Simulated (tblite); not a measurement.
Species: C₃H₉BrO₂Si₂.
Numbering: `[CH2:1]=[C:2]([CH3:3])[O:4][SiH2:5][O:6][SiH2:7][Br:8]` (hydrogens: H9, H10 on C1; H11, H12, H13 on C3; H14, H15 on Si5; H16, H17 on Si7)

Computed with GFN2-xTB (tblite), gas phase: L-BFGS steps from a force-field or distance-geometry start until the largest atomic force falls under 0.01 eV/Å.

The end geometry, which sets the zero of energy:
```
atom  x, y, z in Å
C1     -2.3428    1.7691   -0.2898
C2     -1.7345    0.6020   -0.1320
C3     -2.4362   -0.7179   -0.1176
O4     -0.3898    0.5700    0.0291
Si5     0.6429   -0.6345    0.2917
O6      2.0357    0.1879    0.3574
Si7     3.6197    0.1653    0.5864
Br8     4.2810   -1.9166    0.3547
H9     -3.4060    1.8302   -0.4206
H10    -1.7881    2.6895   -0.2920
H11    -2.0426   -1.3535   -0.9084
H12    -3.5039   -0.5862   -0.2599
H13    -2.2581   -1.2200    0.8316
H14     0.4477   -1.2745    1.5887
H15     0.7319   -1.5731   -0.8201
H16     3.9125    0.5368    1.9571
H17     4.2237    0.9375   -0.4797
```

Problem. These geometries come from the run, each turned onto the end geometry. Order them by energy, lowest first.
A.
```
atom  x, y, z in Å
C1     -2.3273    1.7668   -0.3247
C2     -1.7287    0.6015   -0.1225
C3     -2.4268   -0.7203   -0.1438
O4     -0.3977    0.5722    0.1256
Si5     0.6281   -0.6365    0.3948
O6      2.0139    0.1857    0.5542
Si7     3.6142    0.1687    0.5690
Br8     4.2420   -1.9040    0.2020
H9     -3.3792    1.8234   -0.5284
H10    -1.7762    2.6888   -0.2897
H11    -2.0052   -1.3538   -0.9226
H12    -3.4884   -0.5912   -0.3281
H13    -2.2853   -1.2217    0.8125
H14     0.3978   -1.3153    1.6662
H15     0.7507   -1.5310   -0.7489
H16     4.0543    0.5220    1.9045
H17     4.1067    0.9568   -0.5434
```
B.
```
atom  x, y, z in Å
C1     -2.0390    1.8056   -0.1380
C2     -1.6507    0.5420   -0.0449
C3     -2.5513   -0.6240   -0.3025
O4     -0.3632    0.2709    0.2766
Si5     0.5763   -1.0128    0.5202
O6      2.0242   -0.3321    0.7670
Si7     3.4515    0.3121    0.4404
Br8     4.9204   -1.3268    0.5296
H9     -3.0411    2.0552   -0.4271
H10    -1.3520    2.6138    0.0323
H11    -2.1143   -1.2554   -1.0758
H12    -3.5330   -0.2813   -0.6151
H13    -2.6687   -1.2111    0.6054
H14     0.2972   -1.7102    1.7659
H15     0.7429   -1.8356   -0.6711
H16     3.7616    1.2030    1.5372
H17     3.5326    0.7986   -0.9236
```
C.
```
atom  x, y, z in Å
C1     -2.2498    1.7903   -0.2892
C2     -1.7030    0.5955   -0.1096
C3     -2.4491   -0.6963   -0.1920
O4     -0.3771    0.5017    0.1540
Si5     0.5986   -0.7460    0.4424
O6      1.9997    0.0163    0.7083
Si7     3.5808    0.2124    0.5412
Br8     4.4415   -1.7949    0.2615
H9     -3.2943    1.9040   -0.5083
H10    -1.6629    2.6881   -0.2133
H11    -2.0198   -1.3267   -0.9706
H12    -3.4985   -0.5292   -0.4114
H13    -2.3593   -1.2247    0.7549
H14     0.2980   -1.4430    1.6879
H15     0.7458   -1.6275   -0.7099
H16     4.0794    0.7299    1.8005
H17     3.8630    0.9621   -0.6697
```
D.
```
atom  x, y, z in Å
C1     -1.8716    1.7386   -0.1756
C2     -1.6901    0.4567    0.0966
C3     -2.6120   -0.6551   -0.2882
O4     -0.5889    0.0387    0.7764
Si5     0.6438   -0.9466    0.4909
O6      1.8797   -0.0105   -0.0105
Si7     3.3816    0.3938    0.3719
Br8     4.4717   -1.4883    0.6235
H9     -2.7484    2.0956   -0.6802
H10    -1.1299    2.4626    0.1047
H11    -2.2441   -1.1533   -1.1847
H12    -3.6178   -0.2902   -0.4636
H13    -2.6229   -1.4010    0.5017
H14     0.9144   -1.4771    1.8129
H15     0.5367   -1.9172   -0.5874
H16     3.4168    1.0450    1.6663
H17     3.8739    1.1201   -0.7781
```
E.
```
atom  x, y, z in Å
C1     -2.1542    1.8062   -0.2508
C2     -1.6766    0.5772   -0.1129
C3     -2.4873   -0.6742   -0.2297
O4     -0.3556    0.4157    0.1400
Si5     0.5776   -0.8561    0.4615
O6      2.0040   -0.1566    0.7632
Si7     3.5299    0.2581    0.5238
Br8     4.6758   -1.6163    0.3695
H9     -3.1897    1.9840   -0.4678
H10    -1.5082    2.6605   -0.1483
H11    -2.1603   -1.2509   -1.0940
H12    -3.5430   -0.4468   -0.3395
H13    -2.3390   -1.2882    0.6571
H14     0.2448   -1.5181    1.7164
H15     0.7111   -1.7412   -0.6902
H16     3.9737    0.9233    1.7285
H17     3.6901    0.9354   -0.7500
```

Solution. A (0.004 eV), C (0.009 eV), E (0.021 eV), B (0.056 eV), D (0.149 eV).

In the order of the answer:

| step | E above end (eV) | largest force (eV/Å) | rms force component (eV/Å) | rms distance from end (Å) | rms bond change (Å) | bond most changed (Å) |
| --- | --- | --- | --- | --- | --- | --- |
| 164 | 0.004 | 0.03 | 0.012 | 0.099 | 0.000 | Si7–H17 +0.001 |
| 135 | 0.009 | 0.11 | 0.030 | 0.204 | 0.002 | Si7–Br8 +0.005 |
| 126 | 0.021 | 0.10 | 0.027 | 0.321 | 0.002 | Si7–Br8 +0.006 |
| 55 | 0.056 | 0.14 | 0.050 | 0.513 | 0.002 | Si7–Br8 +0.006 |
| 24 | 0.149 | 0.15 | 0.053 | 0.552 | 0.005 | Si5–O6 +0.011 |

What follows is the cost of the whole relaxation. Time: 1.9 s. Hardware: one thread, Arm Neoverse V1 (aarch64), shared host.
